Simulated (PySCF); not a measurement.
Atoms are numbered as in `[CH3:1][C:2](=[O:3])[C@@H:4]1[CH2:5][O:6][CH2:7][CH2:8][SiH2:9]1`. Each H is labelled by its parent atom. Ha(C5), Ha(C7), Ha(C8), Ha(Si9) are cis to C2 on the ring; Hb(C5), Hb(C7), Hb(C8), Hb(Si9) are trans to C2 on the ring.

Geometry: PBE0-D3(BJ)/def2-SVP; GIAO shifts from PySCF 2.14.0 with density-fitted response routines, gas phase, non-relativistic, averaged over equivalent atoms.

At PBE0/pcSseg-1 (220 basis functions, 43 s wall time on 1 thread of an Arm Neoverse V1, shared host):
```
  atoms  δ (ppm)
     C2    208.9
     C5     70.2
     C7     68.2
     C4     41.8
     C1     30.1
     C8      9.7
     O3    656.0
     O6     39.7
    Si9    -38.4
Hb(Si9)     4.38
 Hb(C7)     4.20
 Hb(C5)     4.12
Ha(Si9)     4.01
 Ha(C5)     3.57
 Ha(C7)     3.16
  H(C4)     2.38
  H(C1)     2.01
 Hb(C8)     1.03
 Ha(C8)     0.54
```

δ = σ(ref) − σ, references computed at the same level: TMS for ¹³C (σref 184.41), ²⁹Si (σref 351.99), ¹H (σref 31.27); ¹⁷O (σref 334.56) against H2O.

Task: Predict the values at WP04/pcSseg-1 on the same geometry.

Result: 
```csv
atoms,δ at WP04/pcSseg-1,change
C2,211.4,+2.5
C5,71.7,+1.5
C7,70.1,+1.9
C4,43.4,+1.6
C1,30.8,+0.7
C8,11.6,+1.9
O3,624.5,-31.5
O6,40.2,+0.5
Si9,-34.1,+4.3
Hb(Si9),3.74,-0.64
Hb(C7),3.94,-0.26
Hb(C5),3.90,-0.22
Ha(Si9),3.42,-0.59
Ha(C5),3.58,+0.01
Ha(C7),3.10,-0.06
H(C4),2.30,-0.08
H(C1),1.98,-0.03
Hb(C8),0.97,-0.06
Ha(C8),0.52,-0.02
```

δ = σ(ref) − σ, references computed at the same level: ¹³C (σ = 172.44 ppm), ²⁹Si (σ = 338.69 ppm), ¹H (σ = 31.56 ppm) vs TMS; ¹⁷O (σ = 317.54 ppm) vs H2O.

The largest change is at O3 (ketone oxygen). Cost: 220 basis functions, 40 s wall time on 1 thread of an Arm Neoverse V1, shared host. The order of the carbon signals is the same at both levels.

Unscaled 17O shifts of doubly bonded oxygen tend to come out too high, by tens of ppm or more. Experimental scales use liquid or dissolved standards, which lie at an offset from isolated H2O (liquid H2O: subtract about 36 ppm).
